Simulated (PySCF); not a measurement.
C₈H₆N₂O₃S, SMILES c1nnc(-c2scc3c2OCCO3)o1.

Coordinates come from a PBE-D3(BJ)/def2-SVP optimisation. The structure was generated by enumeration, and PubChem lists no compound with its InChIKey, so it may never have been made. Other conformers were not sampled.

Calculation: r2SCAN/def2-SVP run with PySCF.

The molecule is in vacuum.

```json
{
 "total_energy": "-1040.79862 hartree",
 "highest_occupied_level": "-5.57 eV",
 "lowest_empty_level": "-2.22 eV",
 "orbital_gap": "3.35 eV",
 "dipole_moment": "6.28 D",
 "quadrupole, principal values (traceless, Buckingham form, about the centre of nuclear charge)": "-10.42, -2.93, 13.35 D·Å",
 "mean_static_polarisability": "125.9 bohr³ (18.65 Å³)",
 "polarisability_principal_values": "63.5, 134.8, 179.4 bohr³"
}
```
